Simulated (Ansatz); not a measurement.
Geometry optimisation, RKS BLYP-D4/6-31G* (Ansatz 0.2.0).

Input file:

```yaml
crystal:
  periodic: [false, false, false]
  atoms:
    - { symbol: B, position_ang: [0.161596, -0.562222, -0.113146] }
    - { symbol: F, position_ang: [-0.643316, 0.981212, 1.714865] }
    - { symbol: H, position_ang: [1.22904, -0.020999, -0.123209] }
    - { symbol: H, position_ang: [-0.763754, -0.272976, -0.814739] }
    - { symbol: "N", position_ang: [0.015538, -1.760266, 0.747563] }
    - { symbol: H, position_ang: [-0.845379, -2.308277, 0.690584] }
    - { symbol: C, position_ang: [1.086542, -2.401837, 1.521728] }
    - { symbol: H, position_ang: [1.390558, -3.36077, 1.071174] }
    - { symbol: H, position_ang: [1.959835, -1.7371, 1.535996] }
    - { symbol: H, position_ang: [0.7803, -2.59657, 2.560958] }
    - { symbol: H, position_ang: [-0.66686, 0.056705, 1.889524] }
basis:
  gaussian: { orbitals: "6-31G*" }
hamiltonian:
  xc: blyp
  dispersion: d4
relax:
  f_tol: 0.03
  max_steps: 50
```

Command:

```bash
$ ansatz run input.yaml --threads 1 --pin off --max-ram 2048MiB --backend cpu --events-out ev --progress --plain --runs-dir out
```

Where does it end, and by what steps?

The forces met the threshold. After 7 steps the energy has fallen by 0.143 eV; F2 moved furthest, 0.49 Å.

```tsv
step	energy less start (eV)	largest force component (eV/Å)	accepted
0	0.0000	1.854	yes
1	-0.0854	1.430	yes
2	-0.1221	0.824	yes
3	0.0394	1.282	no
4	-0.1343	0.512	yes
5	-0.1420	0.111	yes
6	-0.1427	0.043	yes
7	-0.1429	0.026	yes
```

```xyz
11
Properties=species:S:1:pos:R:3
B 0.194 -0.617 -0.227
F -0.615 0.720 2.129
H 1.269 -0.087 -0.269
H -0.729 -0.303 -0.922
N 0.008 -1.681 0.685
H -0.870 -2.206 0.668
C 1.041 -2.295 1.543
H 1.313 -3.301 1.179
H 1.936 -1.659 1.522
H 0.694 -2.385 2.587
H -0.536 -0.170 1.786
```

Whether the end is a true minimum wasn't checked by a vibrational analysis.

Time of the run: 9.4 s on 1 thread of AMD EPYC 9R45 96-Core Processor (Zen 5), with other jobs on the host, peak memory 0.16 GiB.
